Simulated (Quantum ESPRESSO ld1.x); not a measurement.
All-electron atom: Hg+ in [Xe] 4f14 5d10 6s1.

Method: Dirac Kohn-Sham, BLYP, spin-unpolarised, spherical densities, point nucleus; computed with ld1.x of Quantum ESPRESSO 7.5.

Energy parts (hartree):
| part | energy |
|---|---|
| total | -19662.81 |
| kinetic | 22696.34 |
| electron-nucleus | -49592.39 |
| Hartree | 7607.77 |
| exchange-correlation | -374.53 |

Orbitals (lengths in bohr, moments of r in powers of bohr):
orbital	occ.	eigenvalue (hartree)	<r^4>
1s1/2	2	-3052.59	3.990e-07
2s1/2	2	-540.834	0.00005782
2p1/2	2	-518.842	0.00003429
2p3/2	4	-447.231	0.00005384
3s1/2	2	-128.569	0.002098
3p1/2	2	-118.682	0.001826
3p3/2	4	-102.820	0.002546
3d3/2	4	-86.4847	0.001682
3d5/2	6	-83.0867	0.001859
4s1/2	2	-28.5142	0.04679
4p1/2	2	-24.2793	0.04978
4p3/2	4	-20.4479	0.06870
4d3/2	4	-13.5360	0.08125
4d5/2	6	-12.8220	0.08953
4f5/2	6	-3.92685	0.1555
4f7/2	8	-3.77276	0.1648
5s1/2	2	-4.66382	1.210
5p1/2	2	-3.26678	1.711
5p3/2	4	-2.59339	2.538
5d3/2	4	-0.72930	11.09
5d5/2	6	-0.66047	13.41
6s1/2	1	-0.54263	81.21

The highest occupied level is 6s1/2 at -14.766 eV. Summed over all electrons, <r^2> = 50.70 bohr^2, which gives a Langevin (diamagnetic) susceptibility term of -40.2 x 10^-6 cm^3/mol.
